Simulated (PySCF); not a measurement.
Ionisation energy of Os³⁺ by level of theory

Os³⁺ [Xe] 4f14 5d5 [5d3/2^4 5d5/2^1, M_J = 5/2] → Os⁴⁺ [Xe] 4f14 5d4 [5d3/2^4, M_J = 0], as a difference of total energies. All numbers are calculated (PySCF 2.14, the two-component X2C-1e Hamiltonian, in x2c-TZVPall-2c (11s11p10d2f, 108 functions)). "Screened" scales the spin-orbit matrix elements by Boettger's factors to mimic the two-electron term; Breit and QED terms are absent.

| method | ionisation energy (eV) |
| --- | --- |
| GHF (spin-free) | 42.053 |
| GHF (screened spin-orbit) | 41.263 |

The spin-free rows relax to the high-spin LS determinant and lack the spin-orbit shift.

Errors of the correlated levels include the incompleteness of this basis and the frozen core.

The labels give the starting determinants; with spin-orbit coupling the two ends relaxed to ⟨J²⟩ = 8.76, ⟨L²⟩ = 0.30, ⟨S²⟩ = 8.52 and ⟨J²⟩ = 2.30, ⟨L²⟩ = 5.31, ⟨S²⟩ = 5.31.

The determinant of Os⁴⁺ mixes levels of different J (the jj label is only the starting occupation), so the difference between spin-free and spin-orbit rows is not the physical spin-orbit shift.

For comparison: 41 ± 1.7 eV (theoretical estimate listed by NIST; NIST Atomic Spectra Database, ionization energies).
